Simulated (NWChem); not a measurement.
The numbers come from NWChem runs, not from measurements. System: F4S, charge 1, spin multiplicity 2, at the geometry of a parent with another charge or spin, in a state set for the comparison that need not be this species' ground state. Its SCF solution wasn't tested for a lower state. Level: UB3LYP/cc-pVTZ, VWN1-RPA local correlation.

Output (cleaned and shortened):

```
             Northwest Computational Chemistry Package (NWChem) 7.3.0
             --------------------------------------------------------

                                NWChem Input Module
                                -------------------

 Scaling coordinates for geometry "geometry" by  1.889725989
 (inverse scale =  0.529177249)

 Turning off AUTOSYM since
 SYMMETRY directive was detected!

                             Geometry "geometry" -> ""
                             -------------------------

 Output coordinates in angstroms (scale by  1.889725989 to convert to a.u.)

  No.       Tag          Charge          X              Y              Z
 ---- ---------------- ---------- -------------- -------------- --------------
    1 F                    9.0000     0.00000000     1.22943700     0.62499700
    2 S                   16.0000     0.00000000     0.00000000    -0.38801400
    3 F                    9.0000     1.66938700     0.00000000    -0.28009500
    4 F                    9.0000    -1.66938700     0.00000000    -0.28009500
    5 F                    9.0000     0.00000000    -1.22943700     0.62499700

 Effective nuclear repulsion energy (a.u.)     292.8326828677

            Nuclear Dipole moment (a.u.)
            ----------------------------
        X                 Y               Z
 ---------------- ---------------- ----------------
     0.0000000000     0.0000000000     0.0000226767

      Symmetry information
      --------------------

 Group name             C2v
 Group number             16
 Group order               4
 No. of unique centers     3

      Symmetry unique atoms

     1    2    3


 Summary of "ao basis" -> "" (spherical)
 ------------------------------------------------------------------------------
       Tag                 Description            Shells   Functions and Types
 ---------------- ------------------------------  ------  ---------------------
 *                          cc-pvtz                   on all atoms

                                 NWChem DFT Module
                                 -----------------

 Summary of "ao basis" -> "ao basis" (spherical)
 ------------------------------------------------------------------------------
       Tag                 Description            Shells   Functions and Types
 ---------------- ------------------------------  ------  ---------------------
 F                          cc-pvtz                 10       30   4s3p2d1f
[...]
 overlap   0.977  0.987  0.977  0.977  0.999  0.980  1.000  0.999  0.996  1.000

   alpha     31     32     33     34     35     36     37     38     39     40
    beta     31     32     33     35     34     36     37     38     39     40
 overlap   1.000  1.000  0.985  0.984  1.000  0.999  0.999  1.000  1.000  1.000

   alpha     41     42     43     44     45     46     47     48     49     50
    beta     41     42     43     44     45     46     47     48     49     50
 overlap   1.000  0.999  0.999  0.972  0.952  0.999  0.976  1.000  0.999  1.000

   alpha     51     52     53     54     55     56     57     58     59     60
    beta     51     52     53     54     55     56     57     58     59     60
 overlap   1.000  0.999  1.000  1.000  0.998  1.000  0.998  1.000  0.999  1.000

   alpha     61     62     63     64     65     66     67     68     69     70
    beta     61     62     63     64     65     66     67     69     68     70
 overlap   1.000  1.000  0.998  0.999  1.000  0.999  1.000  0.958  1.000  0.958

   alpha     71     72     73     74     75     76     77     78     79     80
    beta     71     72     73     74     75     76     77     78     79     80
 overlap   1.000  0.998  0.999  0.999  0.999  0.999  0.999  0.943  0.943  1.000

   alpha     81     82     83     84     85     86     87     88     89     90
    beta     81     82     83     84     85     86     87     88     89     90
 overlap   1.000  0.999  1.000  1.000  0.999  1.000  1.000  1.000  1.000  1.000

   alpha     91     92     93     94     95     96     97     98     99    100
    beta     91     92     93     95     94     96     97     98     99    100
 overlap   1.000  0.998  1.000  0.998  0.998  0.998  1.000  0.998  0.998  1.000

   alpha    101    102    103    104    105    106    107    108    109    110
    beta    102    101    103    105    104    106    107    108    115    119
 overlap   1.000  1.000  0.985  0.851  0.997  0.943  0.831  0.916  0.701  0.851

   alpha    111    112    113    114    115    116    117    118    119    120
    beta    113    112    109    111    117    110    118    116    114    120
 overlap   0.794  0.957  0.861  0.865  0.911  0.791  0.933  0.953  0.992  0.976

   alpha    121    122    123    124    125    126    127    128    129    130
    beta    121    122    123    124    125    126    127    128    129    130
 overlap   0.984  0.985  0.992  0.996  0.994  1.000  0.999  0.997  0.993  0.999

   alpha    131    132    133    134    135    136    137    138    139    140
    beta    131    132    133    134    135    136    137    138    140    139
 overlap   0.986  0.998  0.980  0.945  0.984  0.943  0.980  0.999  0.993  0.997

   alpha    141    142    143    144    145    146    147    148    149    150
    beta    141    142    143    144    145    146    147    148    149    150
 overlap   1.000  0.980  0.998  0.982  0.998  0.999  1.000  0.999  0.999  1.000

   alpha    151    152    153    154
    beta    151    152    153    154
 overlap   1.000  1.000  1.000  1.000

     --------------------------
     Expectation value of S2:
     --------------------------
      <S2> =      0.7603 (Exact =     0.7500)

 center of mass
 --------------
 x =   0.00000000 y =   0.00000000 z =   0.01224444

 moments of inertia (a.u.)
 ------------------
         285.917593463084           0.000000000000           0.000000000000
           0.000000000000         458.966900595862           0.000000000000
           0.000000000000           0.000000000000         583.241365968414

     Multipole analysis of the density
     ---------------------------------

     L   x y z        total         alpha         beta         nuclear
     -   - - -        -----         -----         ----         -------
     0   0 0 0      1.000000    -26.000000    -25.000000     52.000000

     1   1 0 0      0.000000     -0.000000      0.000000      0.000000
     1   0 1 0      0.000000     -0.000000      0.000000      0.000000
     1   0 0 1     -0.812113      0.035019     -0.847155      0.000023

     2   2 0 0    -20.221422   -103.231159    -96.126824    179.136560
     2   1 1 0      0.000000      0.000000     -0.000000      0.000000
     2   1 0 1      0.000000     -0.000000      0.000000      0.000000
     2   0 2 0    -20.449657    -59.127511    -58.481079     97.158933
     2   0 1 1     -0.000000      0.000000     -0.000000      0.000000
     2   0 0 2    -19.576877    -30.181457    -28.149389     38.753969

 Task  times  cpu:        5.9s     wall:        5.9s

 Total times  cpu:        5.9s     wall:        5.9s
```

Task: Write an NWChem input that would produce this output.

Result: Several could match; the one computed here: 
```
start mol
memory heap 200 mb stack 900 mb global 1100 mb
charge 1
geometry units angstroms nocenter noautoz
  F      0.000000     1.229437     0.624997
  S      0.000000     0.000000    -0.388014
  F      1.669387     0.000000    -0.280095
  F     -1.669387     0.000000    -0.280095
  F      0.000000    -1.229437     0.624997
  symmetry group C2v
end
basis spherical
  * library cc-pvtz
end
dft
  xc b3lyp
  odft
  mult 2
  semidirect memsize 60000000 filesize 0
  iterations 100
end
task dft energy
```
